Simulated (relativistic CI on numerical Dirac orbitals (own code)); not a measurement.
# Electric-dipole transitions in Pm LI

Computed by Dirac-Coulomb-Breit CI, orbitals from a KLI potential per configuration, model QED, unscaled Slater integrals (own radial code, finite nucleus).

CI space (outside the closed core [Ne]): 3s, 3p, 3d, 4s, 4p, 4d, 4f, 5s, 5p, 5d, 5f, 5g, 6s, 6p, 6d. Levels of other configurations are missing.

```tsv
λ vac (Å)	Lower	Upper	A (s⁻¹)	E lower (eV)	E upper (eV)
4.4826	3p 2P°_3/2 [3]	5d 2D_5/2 [17]	2.51e+13	270.73	3036.61
4.7086	3d 2D_3/2 [4]	5f 2F°_5/2 [18]	3.32e+13	418.11	3051.26
4.7649	3d 2D_5/2 [5]	5f 2F°_7/2 [19]	3.44e+13	452.55	3054.57
5.7674	3s 2S_1/2 [1]	4p 2P°_3/2 [8]	1.72e+13	0.00	2149.72
5.9431	3p 2P°_1/2 [2]	4d 2D_3/2 [9]	3.82e+13	119.39	2205.58
6.3589	3p 2P°_3/2 [3]	4d 2D_5/2 [10]	4.76e+13	270.73	2220.51
6.7675	3d 2D_3/2 [4]	4f 2F°_5/2 [11]	9.30e+13	418.11	2250.15
6.8725	3d 2D_5/2 [5]	4f 2F°_7/2 [12]	9.77e+13	452.55	2256.61
13.177	4p 2P°_1/2 [7]	5d 2D_3/2 [16]	6.97e+12	2087.97	3028.90
13.980	4p 2P°_3/2 [8]	5d 2D_5/2 [17]	9.26e+12	2149.72	3036.61
14.661	4d 2D_3/2 [9]	5f 2F°_5/2 [18]	1.63e+13	2205.58	3051.26
14.865	4d 2D_5/2 [10]	5f 2F°_7/2 [19]	1.74e+13	2220.51	3054.57
15.375	4f 2F°_5/2 [11]	5g 2G_7/2 [20]	2.81e+13	2250.15	3056.57
15.460	4f 2F°_7/2 [12]	5g 2G_9/2 [21]	2.89e+13	2256.61	3058.55
25.988	5p 2P°_3/2 [15]	6d 2D_5/2 [26]	2.65e+12	3001.57	3478.65
45.797	3s 2S_1/2 [1]	3p 2P°_3/2 [3]	3.68e+11	0.00	270.73
105.41	4p 2P°_1/2 [7]	4d 2D_3/2 [9]	9.11e+10	2087.97	2205.58
111.54	4s 2S_1/2 [6]	4p 2P°_3/2 [8]	8.83e+10	2038.57	2149.72
175.15	4p 2P°_3/2 [8]	4d 2D_5/2 [10]	2.42e+10	2149.72	2220.51
221.83	5s 2S_1/2 [13]	5p 2P°_3/2 [15]	2.87e+10	2945.68	3001.57
```

Terms are leading LS components. Brackets give the number of a level in order of energy, since labels repeat. The list gives strong lines, with weight on those to low levels, without lines whose two gauges differ by over a factor of 2.5. Levels whose partners in the same complex of configurations lie outside the list can be far off, and so can their lines. Rates are taken at the computed energies, electric ones in the length gauge.

At this charge energies of transitions that change n are usually good to better than 1 %, and those within a shell (Δn = 0) to a few per cent.

(1) From the table, what is the radiative lifetime of 5d 2D_5/2?

Results:

(1) The listed rates from this level add up to about 3.43e+13 s⁻¹, 98 % of its decay; with all channels τ = 2.87e-14 s.
